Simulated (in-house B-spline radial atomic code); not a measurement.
Pr⁵⁺. Computed with a B-spline radial atomic code. Model: all-electron spherical atom, spin shells full or empty, radial basis limit, no spin-orbit coupling, Breit or QED, empty-state partial waves extrapolated as (l+1/2)^-4, RPA, G0W0 and static COHSEX of the highest shell as one setting changes (uncorrelated shells keep exact exchange).

Given: element Pr; charge 5; filled core Kr; hamiltonian one-electron scalar X2C; mean-field start Hartree-Fock; highest l of empty states 9; nuclear rms radius 4.8919 fm; highest mean-field shell 5p.

Shell: 4d 5 5, 5s 1 1, 5p 3 3 (electrons up and down).

```tsv
lowest nl shells left uncorrelated	RPA correlation energy (hartree)	G0W0 level (eV)	G0W0 minus most complete (meV)	COHSEX level (eV)	linearised minus solved G0W0 (meV)
0	-4.1303	-84.414	0	-86.735	-0.2
1	-3.9424	-84.413	0.7	-86.734	-0.2
2	-3.7465	-84.413	0.8	-86.735	-0.2
3	-3.1823	-84.41	3.7	-86.728	-0.2
4	-3.005	-84.41	3.8	-86.73	-0.2
5	?	?	?	?	?
6	-1.6084	-84.369	44.7	-86.659	-0.2
7	?	?	?	?	?
8	-1.0363	-84.378	36.1	-86.673	-0.2
9	-0.30039	-83.986	428.1	-85.97	-0.1
10	-0.2055	-84.323	90.8	-86.248	-0.2
```

What follows for lowest nl shells left uncorrelated = 7?

RPA correlation energy -1.4608 hartree; G0W0 level -84.369 eV; G0W0 minus most complete 45.2 meV; COHSEX level -86.659 eV; linearised minus solved G0W0 -0.2 meV.

What follows for lowest nl shells left uncorrelated = 5?

RPA correlation energy -2.4746 hartree; G0W0 level -84.415 eV; G0W0 minus most complete -1.3 meV; COHSEX level -86.743 eV; linearised minus solved G0W0 -0.2 meV.
